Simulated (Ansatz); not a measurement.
HgO2⁻. The state is a doublet with charge -1. Geometry relaxed at PBE-D4/def2-TZVPD.

```
atom    x (Å)    y (Å)    z (Å)
 Hg1  -0.0001   0.0000   0.0001
  O2   1.4880  -0.4822   1.1372
  O3  -1.4879   0.4822  -1.1373
```

In the def2 sets Hg takes a core potential; there is no spin–orbit coupling. The relaxation made no stability test and no search for a lower SCF solution. The structure comes from a short search, and lower isomers may exist.

Q: Estimate the harmonic wavenumbers at UKS PBE-D4/def2-TZVPD (Ansatz, unscaled). Is this a minimum?

A: 176, 200, 590, 618 cm⁻¹. Yes, no mode is imaginary beyond noise. Zero-point energy 9.5 kJ/mol. Hardware: 4 threads of Arm Neoverse V1 on a shared host. Wall time 21 s.
